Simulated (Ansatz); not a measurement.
Molecule: C₄H₆N, charge 1, multiplicity 1. It need not be the lowest isomer of its formula. 
Structure (B3LYP-D3(BJ)/def2-TZVP (Ansatz, an electronic-structure program) minimum search):
```xyz
11

C     -1.8701    -0.1168     0.0435
C     -0.7688    -1.0958     0.0615
C      0.5582    -0.8415     0.0235
C      1.0579     0.4573    -0.0409
N      1.5046     1.5116    -0.0940
H     -1.5420     0.9201    -0.0064
H     -2.5266    -0.3286    -0.8067
H     -2.4907    -0.2561     0.9347
H     -1.0483    -2.1436     0.1109
H      1.3075    -1.6247     0.0406
H      1.9048     2.4331    -0.1406
```
Charge +1, spin multiplicity 1.

Basis-set convergence of Hartree-Fock and CCSD(T) correlation energies (hartree) with Ansatz. Valence correlation only, unless marked. No spin-orbit coupling. Non-relativistic.

| basis | functions | E(HF) | E(corr, CCSD(T)) | rough core time |
|---|---|---|---|---|
| cc-pVDZ | 100 | -209.14850 | -0.74186 | under 20 s |
| cc-pVTZ | 234 | [?] | [?] | 2.8 min |

Problem. What belongs in the gaps?

Solution. 
- cc-pVTZ, E(HF): -209.20619
- cc-pVTZ, E(corr, CCSD(T)): -0.88949
